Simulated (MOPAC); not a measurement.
Input for MOPAC: PM7 on SiN, 2S+1 = 2, a point of a bond scan (R = 6.270 Å).

```
PM7 1SCF PRECISE CHARGE=0 UHF MS=0.5 THREADS=1
NSi

Si    -0.00000000 1    -0.00000000 1    -0.52249227 1
N      0.00000000 1     0.00000000 1     5.74741501 1
```

Output:

```
*******************************************************************************
 **                                                                           **
 **                              MOPAC v23.2.5                                **
 **                                                                           **
 *******************************************************************************
 ** MOPAC's Digital Object Identifier: https://doi.org/10.5281/zenodo.6511958 **
 **                                                                           **
 ** Please cite the open-source release paper for use of this MOPAC version:  **
 ** J. E. Moussa and J. J. P. Stewart (2026)                                  **
 ** MOPAC: An open-source semiempirical molecular orbital program             **
 ** J. Open Source Softw., 11(119), 8025, https://doi.org/10.21105/joss.08025 **
 *******************************************************************************

                              PM7 CALCULATION RESULTS

 *******************************************************************************
 *  PM7        - The PM7 Hamiltonian to be used
 *  UHF        - UNRESTRICTED HARTREE-FOCK CALCULATION
 *
 *
 *
 *                 CHARGE ON SYSTEM = 0
 *
 *
 *
 *  MS=        - IN MECI, MAGNETIC COMPONENT OF SPIN =  0.5
 *  PRECISE    - TIGHTER CRITERIA TO BE USED
 *  1SCF       - DO 1 SCF AND THEN STOP
 *  THREADS=1  - MULTI-THREADING NOT USED
 *  T=         - A TIME OF 172800.0 SECONDS REQUESTED
 *  DUMP=N     - RESTART FILE WRITTEN EVERY 7200.0 SECONDS REQUESTED
 *******************************************************************************
PM7 1SCF PRECISE CHARGE=0 UHF MS=0.5 THREADS=1
 NSi

   ATOM   CHEMICAL          X               Y               Z
  NUMBER   SYMBOL      (ANGSTROMS)     (ANGSTROMS)     (ANGSTROMS)

     1      Si         -0.00000000  *  -0.00000000  *  -0.52249227  *
     2       N          0.00000000  *   0.00000000  *   5.74741501  *



          CARTESIAN COORDINATES

    NO.       ATOM           X           Y           Z

     1        Si         -0.0000     -0.0000     -0.5225
     2         N          0.0000      0.0000      5.7474

 General Reference for PM7:
 "Optimization of Parameters for Semiempirical Methods VI: More Modifications to the
 NDDO Approximations and Re-optimization of Parameters", J. J. P. Stewart, J. Mol. Mod., 1:32, 19 (2013)
 https://link.springer.com/article/10.1007/s00894-012-1667-x

           Empirical Formula: N Si  =     2 atoms



      MOLECULAR POINT GROUP   :   C*v


          UHF CALCULATION, NO. OF ALPHA ELECTRONS =    5
                           NO. OF BETA  ELECTRONS =    4

 -------------------------------------------------------------------------------
 PM7 1SCF PRECISE CHARGE=0 UHF MS=0.5 THREADS=1
 NSi



     1SCF WAS SPECIFIED, SO BFGS WAS NOT USED
     SCF FIELD WAS ACHIEVED


                              PM7 CALCULATION
                                                       MOPAC v23.2.5 Linux




          FINAL HEAT OF FORMATION =        265.33711 KCAL/MOL =    1110.17046 KJ/MOL


          COSMO AREA              =        118.77 SQUARE ANGSTROMS
          COSMO VOLUME            =         89.46 CUBIC ANGSTROMS

          IONIZATION POTENTIAL    =          6.753073 EV
          ALPHA SOMO LUMO (EV)    =         -6.753 -0.931
          BETA  SOMO LUMO (EV)    =        -11.005 -1.886
          NO. OF ALPHA ELECTRONS  =          5
          NO. OF BETA  ELECTRONS  =          4
          MOLECULAR WEIGHT        =         42.0922         POINT GROUP:  C*v

          MOLECULAR DIMENSIONS (Angstroms)

            Atom       Atom       Distance
            N     2   Si     1     6.26991
            N     2   Si     1     0.00000
           Si     1    N     2     0.00000


          SCF CALCULATIONS        =          1





   ATOM   CHEMICAL          X               Y               Z
  NUMBER   SYMBOL      (ANGSTROMS)     (ANGSTROMS)     (ANGSTROMS)

     1      Si         -0.00000000  *  -0.00000000  *  -0.52249227  *
     2       N          0.00000000  *   0.00000000  *   5.74741501  *

                             CARTESIAN COORDINATES

   1   Si       -0.000000000    -0.000000000    -0.522492270
   2    N        0.000000000     0.000000000     5.747415010


           Empirical Formula: N Si  =     2 atoms



      MOLECULAR POINT GROUP   :   C*v


          ALPHA EIGENVALUES
 -24.00651 -12.91822 -12.18638  -6.75307  -6.75307  -0.93120  -0.93120   1.73906
  27.41023  27.41799  27.41799  27.44271  27.44271


           BETA EIGENVALUES
 -26.98394 -13.14134 -13.14134 -11.00455  -1.88643   1.75519   1.78981   1.78981
  27.58104  27.67233  27.67233  27.95735  27.95735


              NET ATOMIC CHARGES AND DIPOLE CONTRIBUTIONS

  ATOM NO.   TYPE          CHARGE      No. of ELECS.   s-Pop       p-Pop       d-Pop
    1         Si          -0.000000        4.0000     1.99981     2.00000     0.00019
    2          N           0.000000        5.0000     2.00000     3.00000
 DIPOLE           X         Y         Z       TOTAL
 POINT-CHG.     0.000     0.000     0.000     0.000
 HYBRID        -0.000    -0.000     0.001     0.001
 SUM           -0.000    -0.000     0.001     0.001


          ATOMIC ORBITAL ELECTRON POPULATIONS

     Atom    s        px        py        pz      x^2-y^2     xz        z^2       yz        xy
    1 Si   1.99981   1.00000   1.00000   0.00000   0.00000   0.00000   0.00019   0.00000   0.00000
    2  N   2.00000   1.00000   1.00000   1.00000


                    (SZ)    =    0.500000
                    (S**2)  =    2.750294


          ATOMIC ORBITAL SPIN POPULATIONS

    Atom   Total    s     px     py     pz   x^2-y^2  xz     z^2    yz     xy
         Atomic
    1 Si  2.0000  0.000  1.000  1.000 -0.000  0.000 -0.000 -0.000 -0.000  0.000
    2  N -1.0000 -0.000 -1.000 -1.000  1.000

 **********************
 *                    *
 * JOB ENDED NORMALLY *
 *                    *
 **********************




 == MOPAC DONE ==
```

The run finished. Its determinant has ⟨S²⟩ = 2.75, a mixture of spin states.

Cost: very roughly 0.05 core-seconds.
